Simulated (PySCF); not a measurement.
H6O2Si2Te, SMILES [SiH3]O[Te]O[SiH3].

The structure is a stationary point at B3LYP-D3(BJ)/def2-SVP. The structure was generated by enumeration, and PubChem lists no compound with its InChIKey, so it may never have been made. The def2 effective core potentials stand for the cores of Te; spin–orbit coupling is left out. One conformer was computed; it need not be the lowest.

Two levels are set side by side: TDA-PBE/def2-SVPD (PySCF) and TDA-M06-2X/def2-SVPD (PySCF). Vertical, same geometry. The lowest singlet is HOMO→LUMO 99 % with PBE and HOMO→LUMO 95 % with the other functional; states are paired by order. Differences are taken from unrounded values.

```csv
quantity,TDA-M06-2X
lowest singlet excitation (eV),2.78
lowest triplet excitation (TDA) (eV),2.07
```

Question: What does TDA-PBE give, and how far is it from TDA-M06-2X? (Estimate from the structure and the level; the computed values follow.)

Answer: 
| quantity | TDA-PBE | TDA-PBE minus TDA-M06-2X |
|---|---|---|
| lowest singlet excitation (eV) | 2.51 | -0.27 |
| lowest triplet excitation (TDA) (eV) | 1.83 | -0.23 |

A lower first singlet is the usual sign of a functional without exact exchange. Differences between two approximate levels are no errors against the true value.

Rough cost on one machine, each run with all the roots and properties that it gave: TDA-M06-2X against TDA-PBE about 9 times.
